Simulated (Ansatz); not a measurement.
A calculation with Ansatz (development build ahead of 0.2.0).

```yaml
crystal:
  periodic: [false, false, false]
  atoms:
    - { symbol: S, position_ang: [0.02426, 0.04351, -0.00426] }
    - { symbol: F, position_ang: [1.53213, -0.01202, -0.00093] }
    - { symbol: F, position_ang: [-1.5446, -0.03453, 0.00278] }
    - { symbol: F, position_ang: [-0.01064, 1.61719, 0.03243] }
    - { symbol: F, position_ang: [-0.04532, -1.58638, -0.02033] }
    - { symbol: F, position_ang: [-0.01209, 0.04303, 1.55825] }
    - { symbol: F, position_ang: [0.0309, -0.00645, -1.61943] }
basis:
  gaussian: { orbitals: def2-TZVP }
hamiltonian:
  xc: hf
```

The input is written out in the form of the current development build from the run's settings.

Results

```
Converged                       : yes
Total energy                    : -994.33590 hartree
Spin squared of the determinant : 0.000
```
